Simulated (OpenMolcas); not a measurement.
Au2+ among 4 point charges of -1 e arranged as a square (D4h).

```yaml
Program: OpenMolcas 26.06
Method: CASSCF
Basis: ANO-RCC-VTZP [8s7p5d3f1g]
Scalar_Hamiltonian: DKH2, point nucleus
Active_space: 9 electrons in 5 orbitals (5d)
State_averaging: 2S+1 = 2 even, 5 roots
Spin-orbit_coupling: RASSI with atomic mean-field integrals over the reference wave functions
```

All point charges move together. At R = 1.98 Å the first state of the same spin is 5103 cm-1, and at R = 2.36 Å it is 2281 cm-1.

Q: A third run gives 3369 cm-1. What distance was it run at?

A: With a power law R^-n the two known points give n = -ln(2281 / 5103) / ln(2.36 / 1.98) = 4.59. Then R = 1.98 × (5103 / 3369)^(1/4.59) = 2.167 Å. The run was at 2.17 Å, so the estimate is off by -0.003 Å.

Spin-orbit coupling mixes the spin-free states strongly: the lowest level takes only 69 % from its leading state, 2B1 (figures for R = 2.17; the like holds for R = 2.36). Point charges carry no covalency, so the field is a model and not that of real ligands. No measured value stands beside these numbers.
